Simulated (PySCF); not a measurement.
HAlClIO, SMILES [OH][Al]([Cl])[I], PBE0/def2-SVP optimised geometry.

```
5

Al    -0.47     0.11     0.00
Cl    -1.43     1.96     0.00
I     -1.79    -1.96     0.00
O      1.21     0.11     0.00
H      1.79    -0.66     0.00
```

Density from PBE0/def2-TZVP, def2 effective core potentials past Kr run with PySCF at that geometry. The core electrons that the potentials of I replace are not part of the density.

Minimum of the electron density along straight lines between bonded atoms, close to the bond critical point (lines longer than 1.1 times the sum of covalent radii, or with two minima, are not listed):

```
bond     length / Å  ρ at the minimum / e bohr⁻³  ∇²ρ there / e bohr⁻⁵  position (fraction from the first atom)
-------  ----------  ---------------------------  --------------------  ---------------------------------------
Al1–Cl2       2.084                        0.078                   ___                                     0.38
Al1–I3        2.455                        0.060                  0.11                                     0.35
Al1–O4        1.687                        0.113                  0.83                                     0.43
O4–H5         0.959                          ___                   ___                                     0.81
```

**Question.** What belongs in the gaps?

**Answer.** 
- Al1–Cl2, ∇²ρ there / e bohr⁻⁵: 0.32
- O4–H5, ρ at the minimum / e bohr⁻³: 0.356
- O4–H5, ∇²ρ there / e bohr⁻⁵: -2.45
